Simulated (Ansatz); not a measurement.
Potential energy curve for SeLi (cation, charge +1), lowest triplet found (which spin is the ground state isn't settled by this scan).

Levels of theory: UKS-PBE = Ansatz (a quantum-chemistry and plane-wave program) with unrestricted PBE/aug-cc-pVDZ; UKS-PBE0 = unrestricted PBE0/aug-cc-pVDZ (Ansatz); FCI = full CI/aug-cc-pVDZ, cores with 3d frozen run with Ansatz.

Energies relative to the lowest point of each curve between 2.15 and 3.14 Å, where full CI is lowest, in kcal/mol; the last columns give the error against full CI:

```csv
R / Å,UKS-PBE,UKS-PBE0,FCI,UKS-PBE − FCI,UKS-PBE0 − FCI
1.78,58.8,58.6,64.7,-5.8,-6.1
1.94,30.1,29.8,34.0,-3.9,-4.2
2.05,18.0,17.7,20.9,-2.9,-3.2
2.15,10.7,10.4,12.8,-2.1,-2.5
2.26,5.4,5.2,6.9,-1.5,-1.7
2.37,2.3,2.1,3.3,-1.0,-1.1
2.41,1.6,1.4,2.3,-0.8,-0.9
2.51,0.4,0.3,0.8,-0.4,-0.5
2.57,0.1,0.0,0.3,-0.2,-0.3
2.66,0.0,0.0,0.0,0.0,0.0
2.81,0.7,0.7,0.4,0.3,0.4
2.96,1.9,2.1,1.4,0.5,0.6
3.14,3.8,4.0,3.2,0.6,0.8
3.35,6.1,6.3,5.4,0.7,0.9
3.65,9.2,9.4,8.4,0.7,1.0
3.99,12.1,12.3,11.3,0.8,1.0
4.38,14.7,14.8,13.7,1.0,1.0
4.92,17.1,17.0,15.9,1.2,1.1
5.45,18.5,18.3,17.2,1.3,1.1
6.24,19.7,19.3,18.2,1.4,1.1
7.21,20.3,19.9,18.9,1.5,1.1
8.48,20.7,20.3,19.3,1.5,1.1
```

UKS-PBE is furthest from FCI at 1.78 (-5.8 kcal/mol, below); its mean absolute error over the points is 1.4 kcal/mol.

UKS-PBE0 is furthest from FCI at 1.78 (-6.1 kcal/mol, below); its mean absolute error over the points is 1.4 kcal/mol.
